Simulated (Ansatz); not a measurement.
ammonium (H4N), SMILES [NH4+], charge +1.

Geometry: r2SCAN-D4/def2-TZVPD.

Two levels are set side by side: PBE/def2-TZVPD (Ansatz, an electronic-structure program) and PBE0/def2-TZVPD (Ansatz). Energy differences of separate SCF runs at the same geometry; the states with an electron removed or added have multiplicity 2 and 2. Differences are taken from unrounded values.

| quantity | PBE0 |
|---|---|
| vertical ionisation energy (eV) | 26.48 |
| vertical electron affinity (eV) | 4.42 |
| vertical singlet–triplet gap (eV) | 14.35 |

What does PBE give, and how far is it from PBE0? (Estimate from the structure and the level; the computed values follow.)


```
quantity                             PBE  PBE minus PBE0
---------------------------------  -----  --------------
vertical ionisation energy (eV)    26.44           -0.05
vertical electron affinity (eV)     4.55            0.13
vertical singlet–triplet gap (eV)  14.18           -0.17
```
